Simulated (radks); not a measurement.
Results of a calculation; reference values are marked as such.
All-electron atom: Co II in [Ar] 3d8 (the NIST ground configuration). Code: a radial shooting solver on a logarithmic mesh with Libxc functionals. Model: scalar-relativistic Kohn-Sham, PBE, spin-unpolarised, spherical densities, point nucleus.

Normalised radial functions P(r) = r R(r), r in bohr:

r              3s       3p      3d
0.007247   0.1970   0.0112  0.0001
0.009287   0.2368   0.0177  0.0001
0.0119     0.2794   0.0277  0.0003
0.01525    0.3218   0.0431  0.0006
0.01954    0.3585   0.0663  0.0011
0.02504    0.3808   0.1004  0.0023
0.03209    0.3768   0.1491  0.0045
0.04113    0.3318   0.2158  0.0087
0.0527     0.2312   0.3018  0.0166
0.06753    0.0662   0.4040  0.0309
0.08654   -0.1564   0.5101  0.0559
0.1109    -0.4030   0.5948  0.0977
0.1421    -0.6056   0.6177  0.1636
0.1821    -0.6699   0.5300  0.2606
0.2334    -0.5084   0.2934  0.3912
0.2991    -0.0984  -0.0898  0.5481
0.3802     0.4487  -0.5356  0.7054
0.4872     0.9759  -0.9477  0.8419
0.6243     1.2515  -1.1702  0.9145
0.8        1.1816  -1.1326  0.9005
1.025      0.8618  -0.8869  0.8083
1.314      0.4878  -0.5648  0.6677
1.684      0.2098  -0.2884  0.5101
2.157      0.0656  -0.1141  0.3586
2.765      0.0139  -0.0331  0.2274
3.543      0.0018  -0.0065  0.1260
4.54       0.0001  -0.0008  0.0579

3s: eigenvalue -105.62 eV, 2 radial nodes at r = 0.0731, 0.313 bohr, <r> = 0.778 bohr, 90 % of the charge inside 1.17 bohr. 3p: eigenvalue -69.019 eV, 1 radial node at r = 0.284 bohr, <r> = 0.824 bohr, 90 % of the charge inside 1.28 bohr. 3d: eigenvalue -12.242 eV, 0 radial nodes, <r> = 1.14 bohr, 90 % of the charge inside 2.05 bohr.
